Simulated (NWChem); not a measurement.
# C₄H₃Br; SMILES C#C/C=C\Br

```xyz
8

C      1.1523    -2.6704     0.0000
C      0.1244    -2.0246     0.0000
C     -1.0979    -1.3067     0.0000
C     -1.2379     0.0286     0.0000
Br     0.1817     1.2384     0.0000
H      2.0687    -3.2318     0.0000
H     -2.0223    -1.8965     0.0000
H     -2.2208     0.5028     0.0000
```
Atoms are numbered in this order, from 1.

Results from NWChem. All runs use the structure optimised with PBE0/def2-SVP. GIAO values for the isolated, static molecule; σ is the absolute isotropic shielding, δ = σ(reference) − σ with the isolated reference molecule computed at the same levels (13C: tetramethylsilane, 1H: tetramethylsilane). Spin-orbit effects, on the heavy nuclei and on their neighbours, are missing.

For level KT2/pcSseg-1:

δ C1 (ppm): 89.2
δ C3 (ppm): 113.0
δ C4 (ppm): 132.4
σ Br5 (ppm): 2003.9
δ H8 (ppm): 6.22

Q: How do the values read with level BHandHLYP/pcSseg-1 instead?

A: 
- δ C1 (ppm) = 98.7
- δ C3 (ppm) = 125.5
- δ C4 (ppm) = 146.5
- σ Br5 (ppm) = 2117.2
- δ H8 (ppm) = 6.47
